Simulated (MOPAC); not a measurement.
MOPAC input (MNDO):

```
MNDO 1SCF GEO-OK AUX(PRECISION=9) THREADS=1
CH5BO3

C     1.51122700 1   -0.25669500 1    1.13296500 1
O     0.88946400 1    0.37025800 1    0.01531400 1
B    -0.40056800 1    0.08146800 1   -0.31708600 1
O    -0.97881000 1    0.69802500 1   -1.39835600 1
O    -1.12501400 1   -0.81865600 1    0.41845400 1
H     0.97735300 1   -0.02736200 1    2.05699100 1
H     2.52725700 1    0.12860800 1    1.19749800 1
H     1.54202800 1   -1.34041300 1    1.00629100 1
H    -0.37776500 1    1.30774400 1   -1.83729900 1
H    -2.01851100 1   -0.93276000 1    0.08085900 1
```

From the output:

```
                                                       MOPAC v23.2.5 Linux

          FINAL HEAT OF FORMATION =       -224.59725 KCAL/MOL =    -939.71488 KJ/MOL

          COSMO AREA              =        107.47 SQUARE ANGSTROMS
          COSMO VOLUME            =         90.38 CUBIC ANGSTROMS

          IONIZATION POTENTIAL    =         11.747881 EV
          HOMO LUMO ENERGIES (EV) =        -11.748  2.502
          NO. OF FILLED LEVELS    =         15
          MOLECULAR WEIGHT        =         75.8587         POINT GROUP:  Cs

          MOLECULAR DIMENSIONS (Angstroms)

            Atom       Atom       Distance
            H    10    H     7     4.79973
            H     9    H     8     3.89826
            H     6    H     9     1.72743

          SCF CALCULATIONS        =          1

   ATOM   CHEMICAL          X               Y               Z
  NUMBER   SYMBOL      (ANGSTROMS)     (ANGSTROMS)     (ANGSTROMS)

     1       C          1.51122700  *  -0.25669500  *   1.13296500  *
     2       O          0.88946400  *   0.37025800  *   0.01531400  *
     3       B         -0.40056800  *   0.08146800  *  -0.31708600  *
     4       O         -0.97881000  *   0.69802500  *  -1.39835600  *
     5       O         -1.12501400  *  -0.81865600  *   0.41845400  *
     6       H          0.97735300  *  -0.02736200  *   2.05699100  *
     7       H          2.52725700  *   0.12860800  *   1.19749800  *
     8       H          1.54202800  *  -1.34041300  *   1.00629100  *
     9       H         -0.37776500  *   1.30774400  *  -1.83729900  *
    10       H         -2.01851100  *  -0.93276000  *   0.08085900  *

                             CARTESIAN COORDINATES

   1    C        1.511227000    -0.256695000     1.132965000
   2    O        0.889464000     0.370258000     0.015314000
   3    B       -0.400568000     0.081468000    -0.317086000
   4    O       -0.978810000     0.698025000    -1.398356000
   5    O       -1.125014000    -0.818656000     0.418454000
   6    H        0.977353000    -0.027362000     2.056991000
   7    H        2.527257000     0.128608000     1.197498000
   8    H        1.542028000    -1.340413000     1.006291000
   9    H       -0.377765000     1.307744000    -1.837299000
  10    H       -2.018511000    -0.932760000     0.080859000

           Empirical Formula: C H5 O3 B  =    10 atoms

      MOLECULAR POINT GROUP   :   Cs

                  EIGENVALUES
 -43.40780 -41.41528 -40.61752 -28.72297 -21.27469 -19.79690 -18.66673 -16.40737
 -15.44116 -14.64632 -14.35341 -13.81475 -12.70389 -12.34903 -11.74788   2.50241
   2.91093   4.09174   4.16446   4.47225   5.02924   5.16811   5.74185   8.32412
   8.52060

              NET ATOMIC CHARGES AND DIPOLE CONTRIBUTIONS

  ATOM NO.   TYPE          CHARGE      No. of ELECS.   s-Pop       p-Pop
    1          C           0.241867        3.7581     1.21368     2.54445
    2          O          -0.299783        6.2998     1.77763     4.52215
    3          B           0.168068        2.8319     1.04043     1.79150
    4          O          -0.265511        6.2655     1.77841     4.48710
    5          O          -0.262703        6.2627     1.77692     4.48578
    6          H          -0.008675        1.0087     1.00867
    7          H           0.007205        0.9928     0.99280
    8          H          -0.008675        1.0087     1.00867
    9          H           0.214238        0.7858     0.78576
   10          H           0.213968        0.7860     0.78603
 DIPOLE           X         Y         Z       TOTAL
 POINT-CHG.     0.339    -0.174     0.400     0.552
 HYBRID        -0.055     0.197    -0.275     0.343
 SUM            0.284     0.022     0.124     0.311

          ATOMIC ORBITAL ELECTRON POPULATIONS

     Atom    s        px        py        pz
    1  C   1.21368   0.87814   0.87337   0.79294
    2  O   1.77763   1.34899   1.68134   1.49182
    3  B   1.04043   0.63581   0.55969   0.59601
    4  O   1.77841   1.51107   1.53685   1.43918
    5  O   1.77692   1.25160   1.62141   1.61277
    6  H   1.00867
    7  H   0.99280
    8  H   1.00867
    9  H   0.78576
   10  H   0.78603

 **********************
 *                    *
 * JOB ENDED NORMALLY *
 *                    *
 **********************

 == MOPAC DONE ==
```

The geometry given is a B3LYP-D3(BJ)/def2-TZVP minimum.
